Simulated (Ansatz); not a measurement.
Task: Predict a relaxed structure of (AgF)2 ring (Ag₂F₂), charge 0, singlet, at r2SCAN-D4/def2-TZVP (Ansatz).

Result: 
```csv
atom,x (Å),y (Å),z (Å)
Ag1,-0.183,0.557,1.326
F2,1.523,-0.479,0.412
Ag3,0.181,-0.560,-1.325
F4,-1.522,0.482,-0.413
```
Point group D2h (tolerance 0.1 Å). This is one stationary point.

In the def2 sets Ag takes a core potential; there is no spin–orbit coupling. The relaxation made no stability test and no search for a lower SCF solution.
